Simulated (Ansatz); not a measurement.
Stepwise reaction of `C#[C][Al]([CH3])[CH3]` with hydrogen, as a gas-phase model of exchange steps in deposition or etching. ΔE in kJ/mol.

Gas-phase electronic energies from Ansatz, PBE0-D4/def2-TZVP geometries. CCSD(T)/CBS is the MP2 limit (def2-TZVPP, def2-QZVPP) plus CCSD(T) − MP2 in def2-TZVPP, frozen cores. This one scheme is used for every species. Functionals use def2-TZVPP. B3LYP here is the variant with VWN-RPA as its local correlation; programs differ in this.

```json
{"step": "1", "reaction": "`C#[C][Al]([CH3])[CH3]` + H₂ → `C#[C][AlH][CH3]` + CH₄", "PBE-D4": "-19.2", "B3LYP-D4": "-24.9", "ωB97M-V": "-22.1", "CCSD(T)/CBS": "-21.6"}
```

Task: Give the row of step 2, `C#[C][AlH][CH3]` + H₂ → `C#[C][AlH2]` + CH₄. (Estimate.)

Result: Ansatz gave: 
```csv
step,reaction,PBE-D4,B3LYP-D4,ωB97M-V,CCSD(T)/CBS
2,`C#[C][AlH][CH3]` + H₂ → `C#[C][AlH2]` + CH₄,-18.3,-24.4,-21.3,-21.1
```

Task: By hand: ΔE of the 2 steps together at CCSD(T)/CBS.

Result: (-21.6) + (-21.1) = -42.7 kJ/mol, or -21.4 kJ/mol a step.

In ΔE the steps differ by no more than 0.5 kJ/mol. All are downhill at CCSD(T)/CBS. PBE-D4 differs from CCSD(T)/CBS by 2.4 to 2.8 kJ/mol a step. Isolated molecules leave out the surface, adducts and barriers. Largest T1 diagnostic: 0.013.
